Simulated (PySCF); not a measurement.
## Electron correlation in N⁺ (nitrogen, charge +1)

Starting occupation: [He] 2s2 2p2, 2p3/2 with m_j = +1/2, +3/2. Calculation: PySCF 2.14, in x2c-TZVPall-2c (5s3p2d1f, 31 functions); X2C-1e with screened-nucleus spin-orbit coupling, Gaussian nucleus. Frozen: 1s2; 4 electrons correlated.

MP2 pair energies summed by pair of shells (mhartree):

```json
{"pair": "2p-2s", "energy": "-45.78", "share (%)": "62.7"}
{"pair": "2s-2s", "energy": "-19.88", "share (%)": "27.2"}
{"pair": "2p-2p", "energy": "-7.39", "share (%)": "10.1"}
```

Total MP2 correlation energy: -73.06 mhartree.

The GHF reference relaxed away from the jj start to a determinant that is no pure jj level (⟨S²⟩ = 2.00, ⟨J²⟩ = 6.01); the energies belong to that determinant.
